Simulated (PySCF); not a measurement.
PBE0-D3(BJ)/def2-SVP geometry optimisation, IEF-PCM water with PySCF 2.14 and geomeTRIC: [TcI6]2-, charge -2, multiplicity 4. Start (model start, shaken):

```
7

Tc    0.0000    0.0045   -0.0041
I    -0.0134   -0.0068    2.6901
I     0.0009    0.0201   -2.7124
I     2.6957    0.0073    0.0053
I    -2.7034   -0.0140   -0.0004
I     0.0104    2.6848   -0.0069
I    -0.0285   -2.7243   -0.0276
```

| step | E − E(start) / kcal mol⁻¹ | largest force / Eh bohr⁻¹ |
| --- | --- | --- |
| 0 | 0.00 | 0.01218 |
| 1 | -0.98 | 0.00486 |
| 2 | -1.45 | 0.00217 |
| 3 | -1.54 | 0.00288 |
| 4 | -1.75 | 0.00043 |
| 5 | -1.75 | 0.00036 |

The optimisation met its thresholds. End point:

```
7

Tc   -0.0040   -0.0019   -0.0068
I    -0.0193   -0.0365    2.7448
I     0.0107    0.0294   -2.7589
I     2.7474   -0.0162    0.0032
I    -2.7568    0.0024   -0.0160
I     0.0031    2.7492    0.0152
I    -0.0193   -2.7548   -0.0375
```

Metal–donor distances, start → end: I2 2.694 → 2.752 Å, I3 2.708 → 2.752 Å, I4 2.696 → 2.751 Å, I5 2.704 → 2.753 Å, I6 2.680 → 2.751 Å, I7 2.729 → 2.753 Å.

No frequencies were computed, so the end point may be a saddle point.

The job took 9.9 min on one thread of Arm Neoverse V1 (shared host), with 187 basis functions and a peak of 1.4 GiB, launched as `OMP_NUM_THREADS=1 python lf_run.py task.json out`.
